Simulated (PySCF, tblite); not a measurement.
Compound: C₅H₁₄BN.
Atom-mapped SMILES: `[CH3:1][N+:2]1([CH3:3])[BH2-:4][CH2:5][CH2:6][CH2:7]1` (hydrogens: H8, H9, H10 on C1; H11, H12, H13 on C3; H14, H15 on B4; H16, H17 on C5; H18, H19 on C6; H20, H21 on C7)

Computed with GFN2-xTB (tblite), gas phase: Langevin dynamics at 300 K from the optimised GFN2-xTB geometry, time step 0.5 fs, friction 0.01 fs⁻¹, 2000 steps. Over the second half of the run the saved frames average 334 K.

Frame at 250 fs, instantaneous temperature 294 K:
```
atom  x, y, z in Å
C1      1.314   -0.500    1.297
N2      0.336   -0.158    0.218
C3      1.008   -0.098   -1.105
B4     -0.862   -1.196    0.142
C5     -2.072   -0.299   -0.416
C6     -1.589    1.209   -0.347
C7     -0.300    1.106    0.454
H8      1.793   -1.421    1.141
H9      2.082    0.346    1.298
H10     0.693   -0.562    2.174
H11     1.627    0.809   -1.309
H12     0.205   -0.133   -1.834
H13     1.741   -0.921   -1.254
H14    -0.653   -2.185   -0.505
H15    -1.060   -1.691    1.211
H16    -3.049   -0.465    0.146
H17    -2.149   -0.598   -1.478
H18    -2.292    1.911    0.094
H19    -1.333    1.725   -1.307
H20     0.208    2.036    0.309
H21    -0.613    1.179    1.508
```

Frame at 425 fs, instantaneous temperature 365 K:
```
atom  x, y, z in Å
C1      1.020    0.014    0.933
N2     -0.174    0.061    0.091
C3      0.156   -0.204   -1.279
B4     -1.469   -0.860    0.537
C5     -2.650   -0.058   -0.177
C6     -2.190    1.374   -0.200
C7     -0.705    1.427    0.189
H8      1.251   -1.044    0.964
H9      1.867    0.589    0.711
H10     0.806    0.246    1.986
H11     0.835    0.560   -1.663
H12    -0.708   -0.149   -1.914
H13     0.653   -1.165   -1.288
H14    -1.175   -1.914    0.060
H15    -1.445   -0.940    1.704
H16    -3.593   -0.144    0.298
H17    -2.826   -0.466   -1.167
H18    -2.692    2.035    0.461
H19    -2.319    1.878   -1.181
H20    -0.090    2.092   -0.377
H21    -0.745    1.768    1.278
```

Frame at 625 fs, instantaneous temperature 273 K:
```
atom  x, y, z in Å
C1      1.086    0.216    0.844
N2     -0.211    0.266    0.160
C3     -0.003   -0.220   -1.235
B4     -1.393   -0.829    0.838
C5     -2.726    0.189    0.508
C6     -2.305    1.567    0.014
C7     -0.816    1.617    0.258
H8      1.202   -0.847    1.082
H9      1.824    0.684    0.215
H10     0.974    0.799    1.760
H11     0.447    0.612   -1.819
H12    -0.968   -0.589   -1.658
H13     0.651   -1.086   -1.028
H14    -1.375   -1.813    0.183
H15    -1.215   -0.927    1.994
H16    -3.411    0.259    1.326
H17    -3.322   -0.184   -0.301
H18    -2.849    2.359    0.549
H19    -2.540    1.700   -1.019
H20    -0.310    2.260   -0.448
H21    -0.515    2.089    1.227
```

Frame at 800 fs, instantaneous temperature 374 K:
```
atom  x, y, z in Å
C1      1.182    0.700    0.482
N2     -0.244    0.724    0.064
C3     -0.322    0.437   -1.336
B4     -1.129   -0.301    0.919
C5     -2.543    0.370    0.667
C6     -2.213    1.896    0.686
C7     -0.740    2.028    0.329
H8      1.567   -0.243    0.154
H9      1.895    1.394   -0.103
H10     1.336    1.009    1.520
H11     0.397    1.108   -1.895
H12    -1.322    0.758   -1.751
H13    -0.103   -0.572   -1.551
H14    -0.942   -1.324    0.326
H15    -0.811   -0.174    2.056
H16    -3.436    0.270    1.332
H17    -3.013    0.132   -0.343
H18    -2.404    2.188    1.720
H19    -2.808    2.572    0.060
H20    -0.484    2.639   -0.471
H21    -0.224    2.284    1.293
```

Frame at 1000 fs, instantaneous temperature 296 K:
```
atom  x, y, z in Å
C1      1.216    1.173   -0.322
N2     -0.231    1.237   -0.461
C3     -0.530    1.133   -1.899
B4     -1.040    0.003    0.273
C5     -2.420    0.810    0.901
C6     -2.272    2.280    0.410
C7     -0.810    2.506    0.097
H8      1.559    0.318   -0.887
H9      1.698    2.150   -0.668
H10     1.499    1.010    0.745
H11    -0.118    2.069   -2.441
H12    -1.669    1.018   -2.022
H13    -0.063    0.265   -2.154
H14    -1.124   -0.904   -0.458
H15    -0.332   -0.387    1.132
H16    -2.253    0.846    2.014
H17    -3.390    0.313    0.701
H18    -2.641    3.028    1.093
H19    -2.967    2.424   -0.526
H20    -0.683    3.301   -0.642
H21    -0.301    2.698    1.061
```

Question: What do single points at PBE0/pcSseg-1 (PySCF, gas phase) give on these frames?

Answer: 
```tsv
t (fs)	GFN2-xTB E above start (eV)	DFT E above lowest frame (eV)	HOMO (eV)	LUMO (eV)	dipole (D)
250	0.85	0.23	-6.68	0.95	4.82
425	0.57	0.00	-7.22	1.00	4.42
625	0.72	0.09	-7.15	0.91	4.33
800	0.95	0.36	-7.39	0.91	4.54
1000	0.77	0.10	-7.00	0.90	4.51
```

Both levels order the frames alike by energy; measured from each level's lowest frame they differ by 0.10 eV at most. The HOMO–LUMO gap runs from 7.63 to 8.30 eV. These are instantaneous structures, not minima.

Question: And the isotropic GIAO shieldings (ppm) from the same runs?

Answer: 
| atom | 250 fs | 425 fs | 625 fs | 800 fs | 1000 fs | mean | range |
| --- | --- | --- | --- | --- | --- | --- | --- |
| C1 | 127.4 | 139.5 | 129.0 | 123.4 | 129.0 | 129.7 | 16.1 |
| N2 | 201.8 | 203.3 | 193.3 | 201.3 | 195.6 | 199.1 | 10.0 |
| C3 | 134.4 | 139.7 | 124.7 | 135.1 | 124.9 | 131.8 | 15.0 |
| B4 | 115.0 | 109.8 | 100.2 | 113.9 | 109.5 | 109.7 | 14.8 |
| C5 | 169.4 | 182.0 | 178.2 | 164.7 | 165.0 | 171.9 | 17.3 |
| C6 | 155.8 | 162.1 | 160.8 | 156.2 | 153.2 | 157.6 | 8.9 |
| C7 | 128.2 | 115.9 | 117.7 | 127.7 | 114.4 | 120.8 | 13.8 |
| H8 | 29.4 | 29.0 | 27.9 | 28.9 | 28.9 | 28.8 | 1.5 |
| H9 | 27.9 | 30.2 | 29.3 | 28.0 | 28.1 | 28.7 | 2.3 |
| H10 | 28.8 | 29.2 | 29.1 | 28.8 | 28.0 | 28.8 | 1.2 |
| H11 | 29.1 | 30.2 | 29.1 | 29.2 | 28.3 | 29.2 | 1.9 |
| H12 | 28.4 | 28.9 | 27.6 | 27.9 | 27.0 | 28.0 | 1.9 |
| H13 | 28.5 | 29.2 | 28.2 | 29.6 | 30.4 | 29.2 | 2.2 |
| H14 | 29.1 | 29.6 | 28.9 | 29.5 | 29.5 | 29.3 | 0.7 |
| H15 | 29.6 | 29.7 | 28.9 | 29.6 | 29.6 | 29.5 | 0.8 |
| H16 | 29.2 | 31.6 | 31.3 | 29.9 | 29.2 | 30.2 | 2.4 |

The cost below is that of the whole dynamics run. The run took 12 s on one thread of an Arm Neoverse V1, no GPU (shared host), and the process peaked at 0.18 GiB of memory.
